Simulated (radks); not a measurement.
Charge is removed step by step from the 4d5/2 level of the xenon ion Xe+, starting from [Kr] 4d(3/2: 4, 5/2: 6) 5s2 5p5. Method: Dirac Kohn-Sham, PBE, spin-unpolarised, spherical densities, finite nucleus; open shells fill j = l - 1/2 first; Fermi nuclear charge, rms radius 4.7859 fm; computed with a radial shooting solver on a logarithmic mesh with Libxc functionals.

| removed (e) | E - E(0) (eV) | eigenvalue (eV) | E minus straight line (eV) |
|---|---|---|---|
| 0 | 0.000 | -68.436 | 0.000 |
| 0.25 | 17.664 | -72.892 | -1.715 |
| 0.5 | 36.454 | -77.450 | -2.303 |
| 0.75 | 56.397 | -82.105 | -1.739 |
| 1 | 77.515 | -86.853 | 0.000 |

Removing the whole electron costs 77.515 eV by Delta-SCF, against 68.436 eV from minus the eigenvalue at the starting occupation. Slater's transition state (half an electron removed) gives 77.450 eV. Integrating minus the eigenvalue over the occupation (Janak's theorem) gives 77.515 eV. The mean slope of the eigenvalue, de/dn, is 18.4 eV per electron.
